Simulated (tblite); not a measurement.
Compound: C7H9GeNS.
Numbering: `[CH3:1][C:2]#[C:3][GeH2:4][S:5][C@@H:6]1[CH2:7][C@@H:8]1[C:9]#[N:10]` (hydrogens: H11, H12, H13 on C1; H14, H15 on Ge4; H16 on C6; H17, H18 on C7; H19 on C8)

Computed with GFN2-xTB (tblite), gas phase: L-BFGS steps from a force-field or distance-geometry start until the largest atomic force falls under 0.01 eV/Å.

Step 181: E = -750.0233 eV
```
atom  x, y, z in Å  |  force x, y, z in eV/Å
C1      2.8346    1.5241   -0.4452   -0.004   0.013   0.012
C2      2.1988    0.2684   -0.1301    0.017   0.002   0.005
C3      1.6922   -0.7950    0.1315   -0.013  -0.002   0.023
Ge4     0.6948   -2.3727    0.4326   -0.004  -0.023   0.005
S5     -1.3949   -2.0519   -0.2322   -0.005  -0.008  -0.005
C6     -1.7434   -0.5966    0.7694    0.007   0.018   0.014
C7     -2.8698    0.2838    0.3549   -0.008  -0.011   0.010
C8     -1.4525    0.7944    0.2443   -0.011   0.008  -0.018
C9     -0.8822    0.9725   -1.0431    0.002  -0.011  -0.082
N10    -0.4316    1.1309   -2.0842   -0.014   0.003   0.089
H11     2.2975    1.9908   -1.2710    0.027   0.006  -0.009
H12     2.8081    2.1885    0.4195    0.015  -0.024  -0.025
H13     3.8718    1.3537   -0.7348   -0.038   0.024  -0.003
H14     0.6994   -2.6693    1.9192    0.007   0.006  -0.027
H15     1.2420   -3.5345   -0.3396    0.009  -0.009   0.011
H16    -1.5711   -0.7586    1.8271   -0.029  -0.001  -0.019
H17    -3.3797    0.0348   -0.5652    0.031   0.009   0.015
H18    -3.5072    0.7129    1.1140    0.001   0.004  -0.001
H19    -1.1168    1.5327    0.9654    0.010  -0.004   0.003
```

Step 182: E = -750.0235 eV
```
atom  x, y, z in Å  |  force x, y, z in eV/Å
C1      2.8355    1.5238   -0.4498    0.013   0.002  -0.015
C2      2.1997    0.2692   -0.1286    0.011  -0.014  -0.002
C3      1.6917   -0.7937    0.1333   -0.005   0.008   0.027
Ge4     0.6948   -2.3722    0.4359   -0.021   0.007   0.000
S5     -1.3933   -2.0516   -0.2385    0.011  -0.001   0.006
C6     -1.7449   -0.5993    0.7669    0.005   0.029   0.011
C7     -2.8709    0.2819    0.3530   -0.008  -0.002   0.010
C8     -1.4539    0.7948    0.2482    0.002  -0.002  -0.005
C9     -0.8785    0.9777   -1.0365   -0.017  -0.016  -0.053
N10    -0.4243    1.1392   -2.0753   -0.004   0.008   0.068
H11     2.2918    1.9911   -1.2717    0.035  -0.002   0.007
H12     2.8188    2.1883    0.4144    0.012  -0.014  -0.014
H13     3.8705    1.3515   -0.7494   -0.066   0.024   0.006
H14     0.6929   -2.6660    1.9227    0.007   0.007  -0.023
H15     1.2442   -3.5341   -0.3318    0.018  -0.025   0.000
H16    -1.5763   -0.7656    1.8245   -0.026   0.001  -0.016
H17    -3.3762    0.0357   -0.5701    0.022   0.011   0.014
H18    -3.5117    0.7078    1.1116    0.010  -0.004  -0.011
H19    -1.1199    1.5306    0.9736    0.001  -0.019  -0.009
```

Step 183: E = -750.0238 eV
```
atom  x, y, z in Å  |  force x, y, z in eV/Å
C1      2.8352    1.5249   -0.4510    0.018  -0.015  -0.014
C2      2.1986    0.2712   -0.1280    0.000  -0.027  -0.008
C3      1.6879   -0.7912    0.1314    0.002   0.010   0.030
Ge4     0.6934   -2.3717    0.4360   -0.027   0.026  -0.011
S5     -1.3953   -2.0533   -0.2404    0.022   0.004   0.012
C6     -1.7460   -0.6011    0.7661   -0.001   0.019   0.004
C7     -2.8707    0.2817    0.3533    0.001   0.004   0.002
C8     -1.4537    0.7938    0.2495    0.009  -0.017   0.010
C9     -0.8768    0.9767   -1.0340   -0.011  -0.010  -0.056
N10    -0.4196    1.1395   -2.0711   -0.003   0.008   0.053
H11     2.2924    1.9927   -1.2722    0.011   0.006  -0.007
H12     2.8228    2.1895    0.4121    0.004   0.001   0.008
H13     3.8684    1.3516   -0.7533   -0.039   0.012   0.003
H14     0.6905   -2.6631    1.9225    0.006   0.008  -0.012
H15     1.2452   -3.5347   -0.3274    0.021  -0.027  -0.006
H16    -1.5792   -0.7701    1.8232   -0.020   0.005  -0.006
H17    -3.3738    0.0380   -0.5712    0.006   0.006   0.002
H18    -3.5121    0.7076    1.1109    0.004  -0.003  -0.001
H19    -1.1172    1.5270    0.9761   -0.002  -0.012  -0.004
```

Q: Estimate the geometry and energy of step 184. (The exact step hangs on the optimiser's Hessian estimate; all steps are aligned on step 183, rigid shifts and turns removed.)

A: E = -750.0241 eV, largest force 0.077 eV/Å
```
atom  x, y, z in Å  |  force x, y, z in eV/Å
C1      2.8397    1.5239   -0.4578    0.012  -0.003  -0.011
C2      2.2019    0.2719   -0.1295   -0.002  -0.029  -0.014
C3      1.6885   -0.7894    0.1296    0.010   0.014   0.031
Ge4     0.6931   -2.3686    0.4390   -0.019   0.027  -0.024
S5     -1.3927   -2.0533   -0.2468    0.019   0.016   0.018
C6     -1.7500   -0.6045    0.7637   -0.004   0.001  -0.010
C7     -2.8750    0.2772    0.3501    0.019   0.017  -0.012
C8     -1.4584    0.7935    0.2553    0.013  -0.017   0.012
C9     -0.8741    0.9849   -1.0242   -0.002  -0.010  -0.053
N10    -0.4073    1.1547   -2.0560   -0.022   0.005   0.074
H11     2.2884    1.9951   -1.2722    0.016   0.004   0.020
H12     2.8433    2.1866    0.4081   -0.003  -0.015  -0.023
H13     3.8677    1.3466   -0.7755   -0.036   0.009   0.008
H14     0.6858   -2.6506    1.9263    0.002   0.004   0.001
H15     1.2471   -3.5379   -0.3143    0.019  -0.019  -0.006
H16    -1.5889   -0.7790    1.8204   -0.015   0.009   0.004
H17    -3.3716    0.0373   -0.5787   -0.001   0.004   0.000
H18    -3.5211    0.6982    1.1061    0.000  -0.001   0.004
H19    -1.1260    1.5224    0.9888   -0.009  -0.017  -0.019
```

The energy changes by -0.0003 eV. The first-order estimate −F·Δx gives -0.0005 eV and the mean of the old and new forces, exact on a quadratic surface, -0.0003 eV. The step makes an angle of 86° with the force vector and moves no atom by more than 0.025 Å.

What follows is the cost of the whole relaxation. Hardware: one thread of an Arm Neoverse N1, no GPU, shared host. Cost: 3.7 s.
